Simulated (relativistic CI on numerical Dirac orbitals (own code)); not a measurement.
# Level scheme of Al III

These numbers are calculated, not measured: Dirac-Coulomb-Breit CI, orbitals from a KLI potential per configuration, model QED, valence Slater integrals scaled by 0.85, configuration energies shifted to the measured levels that pair with them (semi-empirical) (own radial code, finite nucleus).

CI space (outside the closed core [Ne]): 3s, 3p, 3d, 4s, 4p, 4d, 4f, 5s, 5p, 5d, 5f, 6s, 6p, 6d, 7s, 7p, 8s, 5g. Levels of other configurations are missing.

The lowest level is 3s ²S1/2, with 100 % of that term; Hund's rules for 3s give ²S with J = 1/2, in agreement.

```tsv
No.	Configuration	Term	J	E (eV)	%	Next component (%)
1	3s	²S	1/2	0.0000	100	
2	3p	²P°	1/2	6.6566	100	
3	3p	²P°	3/2	6.6840	100	
4	3d	²D	5/2	14.3766	100	
5	3d	²D	3/2	14.3772	100	
6	4s	²S	1/2	15.6423	100	
7	4p	²P°	1/2	17.8086	100	
8	4p	²P°	3/2	17.8178	100	
9	4d	²D	5/2	20.5548	100	
10	4d	²D	3/2	20.5552	100	
11	4f	²F°	5/2	20.7813	100	
12	4f	²F°	7/2	20.7814	100	
13	5s	²S	1/2	21.1563	100	
14	5p	²P°	1/2	22.1232	100	
15	5p	²P°	3/2	22.1273	100	
16	5d	²D	5/2	23.4177	100	
17	5d	²D	3/2	23.4180	100	
18	5f	²F°	5/2	23.5416	100	
19	5f	²F°	7/2	23.5417	100	
20	5g‡	²G	7/2	23.7189	100	
21	5g‡	²G	9/2	23.7189	100	
22	6s	²S	1/2	23.7410	100	
23	6p	²P°	1/2	24.2542	100	
24	6p	²P°	3/2	24.2563	100	
25	6d	²D	5/2	24.9673	100	
26	6d	²D	3/2	24.9675	100	
27	7s	²S	1/2	25.1591	100	
28	7p	²P°	1/2	25.4634	100	
29	7p	²P°	3/2	25.4647	100	
30	8s	²S	1/2	26.0206	100
```

Energies count from the lowest computed level; ° marks odd parity. ‡ marks configurations that were not tied to measured data.

The mean weight of the leading LS term, summed over parents, in these 30 levels is 100 %, and that of the leading jj configuration (from the same eigenvectors) 100 %.

Configurations whose levels could be paired with our table of measured levels were shifted onto them, all but the ground configuration, by the median error of their levels; single terms can still be off by 1,000 to 2,000 cm⁻¹ or more, and rates follow the energies as ν³ (E1, M1) or ν⁵ (E2). The others borrow a shift and can be off by several thousand cm⁻¹ or more. The fine structure of a lone outer electron comes out too small, for d and f at times inverted, and misplaced configurations move strength between like terms. 27 of the 27 excited levels that our extract of the measured tables holds in this range could be paired (the sources list more); they are missed by 1 cm⁻¹ on average and 6 at most, after the shifts were fitted to these levels, and levels without a partner can miss by more.
